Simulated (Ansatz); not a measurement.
Species: H$_{4}$S$_{4}$Si, SMILES `S[Si](S)(S)S` (charge 0, multiplicity 1).

### Question
Give a relaxed geometry from Ansatz (a quantum-chemistry and plane-wave program) with PBE-D3(BJ)/def2-TZVP.

### Answer
This is not unique; one that fits is the end point of this relaxation, one of several conformers (outside a Z-matrix the atoms follow the SMILES, hydrogens last).
Bond lengths (Å): S1–Si2 2.147, S1–H6 1.355, Si2–S3 2.141, Si2–S4 2.147, Si2–S5 2.145, S3–H7 1.355, S4–H8 1.356, S5–H9 1.356. Angles (°): Si2–S1–H6 93.3, S1–Si2–S3 100.9, S1–Si2–S4 113.0, S1–Si2–S5 115.8, S3–Si2–S4 115.0, S3–Si2–S5 108.4, S4–Si2–S5 104.2, Si2–S3–H7 92.7, Si2–S4–H8 93.6, Si2–S5–H9 93.7.
